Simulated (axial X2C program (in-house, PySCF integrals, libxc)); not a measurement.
# BrYbBr: the levels of the configuration f12 s1 d(πδ)1

Calculated with an axial X2C code built on PySCF integrals: two-component X2C with atomic mean-field Coulomb and Gaunt terms, basis Br dyall-v3z, Yb dyall-v3z (cores contracted in-house). Orbitals come from Hartree–Fock averaged over the configuration Yb f12 s1 d(πδ)1; CI then distributes these electrons over the f, s, d(πδ) shells of Yb, the count in the first shell held.

Br–Yb–Br held linear, both bonds 2.588 Å (near the minimum of the configuration average).

Active spinors (ω > 0):

| shell | ω | ε (eV) | character |
| --- | --- | --- | --- |
| f | 5/2 | -28.37 | 100% Yb f |
| f | 3/2 | -28.23 | 100% Yb f |
| f | 1/2 | -28.05 | 99% Yb f |
| f | 7/2 | -26.91 | 100% Yb f |
| f | 5/2 | -26.80 | 100% Yb f |
| f | 3/2 | -26.68 | 100% Yb f |
| f | 1/2 | -26.57 | 99% Yb f |
| s | 1/2 | -3.95 | 51% Yb s, 45% Yb d |
| d(πδ) | 3/2 | 0.31 | 100% Yb d |
| d(πδ) | 5/2 | 0.50 | 100% Yb d |
| d(πδ) | 1/2 | 1.20 | 89% Yb d, 6% Br p |
| d(πδ) | 3/2 | 1.34 | 88% Yb d, 8% Br p |

Lowest levels of this model:

```
Ω  energy (cm⁻¹)     g∥                   configuration
4              0  11.59               99% f12 s1 d(πδ)1
3             17   9.03               99% f12 s1 d(πδ)1
2            323   6.33               98% f12 s1 d(πδ)1
5            428  13.97               99% f12 s1 d(πδ)1
1            739   3.49               98% f12 s1 d(πδ)1
0            985   0.00               98% f12 s1 d(πδ)1
0           1820   0.00               99% f12 s1 d(πδ)1
5           1907  10.07               99% f12 s1 d(πδ)1
4           1912   7.50               99% f12 s1 d(πδ)1
1           1947   1.20               99% f12 s1 d(πδ)1
3           1994   5.16               99% f12 s1 d(πδ)1
6           2038  12.82               99% f12 s1 d(πδ)1
2           2042   3.06               99% f12 s1 d(πδ)1
7           2315  15.63              100% f12 s1 d(πδ)1
8           2727  18.66              100% f12 s1 d(πδ)1
7           2811  14.76              100% f12 s1 d(πδ)1
6           2931  12.79               99% f12 s1 d(πδ)1
3           3046   7.68               99% f12 s1 d(πδ)1
5           3112  10.65               99% f12 s1 d(πδ)1
2           3120   5.25               95% f12 s1 d(πδ)1
4           3135   9.74               99% f12 s1 d(πδ)1
8           3153  19.08              100% f12 s1 d(πδ)1
1           3198   2.69  87% f12 s1 d(πδ)1 + 11% f12 s2
0           3228   0.00  81% f12 s1 d(πδ)1 + 15% f12 s2
9           3240  21.99              100% f12 s1 d(πδ)1
4           3406   8.83               99% f12 s1 d(πδ)1
7           3412  16.79              100% f12 s1 d(πδ)1
3           3607   6.40               99% f12 s1 d(πδ)1
0           3661   0.00               99% f12 s1 d(πδ)1
1           3681   2.08               98% f12 s1 d(πδ)1
```

g∥ is the magnitude of 2⟨Lz + ge Sz⟩ for the +Ω component.

Problem. From Ω and g∥ of the lowest level, whose 2⟨Lz + ge Sz⟩ is positive, find ⟨Sz⟩ and ⟨Lz⟩ (ge = 2.0023).

Solution. Ω = ⟨Lz⟩ + ⟨Sz⟩ = 4 and ⟨Lz⟩ + ge⟨Sz⟩ = 5.795, so ⟨Sz⟩ = 1.79 and ⟨Lz⟩ = 2.21.

Occupations of the active spinors in the lowest level by ω, shell by shell in order of energy: -7/2: 0.09; -5/2: 0.96 0.87 0.03; -3/2: 0.97 0.14 0.91 0.00; -1/2: 1.00 0.99 0.03 0.05; 1/2: 1.00 0.99 0.96 0.00; 3/2: 1.00 1.00 0.00 0.00; 5/2: 1.00 1.00 0.02; 7/2: 1.00. The leading determinant has weight 0.81 among 255.

This point took 13 s on 1 thread of Intel(R) Xeon(R) Platinum 8259CL CPU @ 2.50GHz (Skylake/Cascade Lake) (shared host).

Dynamic correlation is missing, so gaps between terms are too wide and other configurations may lie lower; the lowest level listed is that of this model, not necessarily the ground state. With the count in the first shell held, other counts are excluded: this configuration can lie several eV above the ground configuration of the molecule. At most 4 roots were kept for each Ω > 0 (twice that for Ω = 0) within 2.2 eV of the lowest, so higher up levels can be missing between those listed; levels with Ω > 0 are doubly degenerate and listed once, Ω = 0 levels singly. The molecule was held linear; bending was not examined.
